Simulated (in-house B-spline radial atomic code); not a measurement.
Two electrons outside the [Kr] 4d10 core: Re²⁷⁺

Computed with a B-spline radial code for spherical atoms: configuration interaction (CI) of the two valence electrons in the field of the frozen Dirac-Fock core, alone and with many-body perturbation theory for the core (screened one- and two-electron correlation potentials), Breit and QED terms; no-pair Dirac Hamiltonian, finite nucleus. Labels give the configuration (outer n counted up each series) and the leading LS term, or the jj pair where no LS term holds 70 %.

Excitation energies (cm⁻¹):

| level | purity of the LS term | CI alone | CI + MBPT + Breit + QED |
| --- | --- | --- | --- |
| 4f2 3H4 | 0.873 | 0 | 0 |
| 4f2 3F2 | 0.855 | 20488 | 19355 |
| 4f2 3H5 | 1.0 | ? | ? |
| 4f2 (5/2,7/2)4 | 0.463 (1G) | 41770 | 41306 |
| 4f2 3F3 | 1.0 | 42705 | 41582 |
| 4f2 3H6 | 0.921 | 53331 | 51973 |
| 4f2 (5/2,7/2)2 | 0.53 (1D) | ? | ? |
| 4f2 (7/2,7/2)4 | 0.556 (3F) | 75159 | 74332 |
| 4f2 3P0 | 0.914 | 79567 | 75521 |
| 4f2 3P1 | 1.0 | 93875 | 89606 |
| 4f2 1I6 | 0.92 | 97728 | 93327 |
| 4f2 (7/2,7/2)2 | 0.644 (3P) | 116112 | 111606 |

Where does 4f2 (5/2,7/2)2 lie?

77913 cm⁻¹ in CI alone and 74215 cm⁻¹ with all corrections.

Where does 4f2 3H5 lie?

28941 cm⁻¹ in CI alone and 28457 cm⁻¹ with all corrections.

What is the first ionisation energy?

890.5 eV to the 4f5/2 state of the next ion (883.46 eV from CI alone). NIST lists 910 ± 50 eV (tabulated theory).
